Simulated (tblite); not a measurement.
C5H9OSi (doublet state).
SMILES with atom numbers: `[SiH3:1][O:2][C@H:3]1[CH:4][CH:5]=[CH:6][CH2:7]1` (hydrogens: H8, H9, H10 on Si1; H11 on C3; H12 on C4; H13 on C5; H14 on C6; H15, H16 on C7)

The geometry is computed with GFN2-xTB (gas phase). This method treats the open shell by occupation alone, without spin polarisation.

(1) Give the optimised bond lengths and angles.

Results:

(1) 
```tsv
bond	length (bohr)
Si1–O2	3.054
O2–C3	2.655
C3–C4	2.827
C4–C5	2.601
C5=C6	2.601
C6–C7	2.816
C3–C7	2.919
Si1–H8, Si1–H10	2.772
Si1–H9	2.748
C3–H11	2.084
C4–H12	2.027
C5–H13	2.035
C6–H14	2.029
C7–H15	2.067
C7–H16	2.064
```

Bonds in one row agree within 0.02 bohr and their mean is given. A selection of angles:
```tsv
angle	degrees
O2–Si1–H8	112.5
O2–Si1–H9	99.0
O2–Si1–H10	111.4
H8–Si1–H9	113.0
H8–Si1–H10	107.7
Si1–O2–C3	131.6
O2–C3–C4	114.2
O2–C3–C7	110.3
O2–C3–H11	107.3
C4–C3–C7	103.7
C4–C3–H11	110.3
C7–C3–H11	111.1
C3–C4–C5	110.5
C3–C4–H12	122.2
C5–C4–H12	127.2
C4–C5–C6	111.0
C4–C5–H13	124.3
C6–C5–H13	124.7
C5–C6–C7	110.3
C5–C6–H14	126.6
C7–C6–H14	123.0
C6–C7–H15	111.5
C6–C7–H16	112.2
C3–C7–C6	104.4
C3–C7–H15	109.1
C3–C7–H16	112.5
H15–C7–H16	107.3
```

Torsions: Si1–O2–C3–C4 55° (synclinal); O2–C3–C4–C5 121° (anticlinal); C3–C4–C5–C6 0° (synperiplanar); C4–C5–C6–C7 -1° (synperiplanar); C5–C6–C7–C3 2° (synperiplanar); O2–C3–C7–C6 -125° (anticlinal).

C5 (carbon bonded to 2 C and H) is planar (angles 124.7°, 124.3° and 111.0°, sum 360.0°, 0.00 Å off the plane of its three neighbours). C6 (carbon bonded to 2 C and H) is planar (angles 126.6°, 123.0° and 110.3°, sum 360.0°, 0.01 Å off the plane of its three neighbours). Si1 (silicon bonded to O and 3 H) is distorted tetrahedral (angles from 99.0° to 113.1°). O2 (oxygen bonded to C and Si) is bent (angle 131.6°). Of the pairs four or more bonds apart, Si1···H12 is among the closest relative to their van der Waals radii: 3.20 Å, 97 % of the sum of Bondi's values. The 5-membered ring C3–C4–C5–C6–C7 has internal angles of 103.7° to 111.0°; it is planar, 0.01 Å rms from its mean plane, widest ring torsion 2°. C4 (carbon bonded to 2 C and H) is planar (angles 127.2°, 122.2° and 110.5°, sum 360.0°, 0.01 Å off the plane of its three neighbours).

Point group: C1 (no symmetry element, even within 0.4 Å). Its GFN2-xTB frequencies are all real (lowest 19 cm⁻¹). 2 starts were optimised and ended at 0.00 and 0.34 kcal/mol (GFN2-xTB); the lowest of these is shown.

On Arm Neoverse N1, one thread (shared host), this took 1.6 s. That covers the optimisation of the geometry.

One conformer stands for the species.
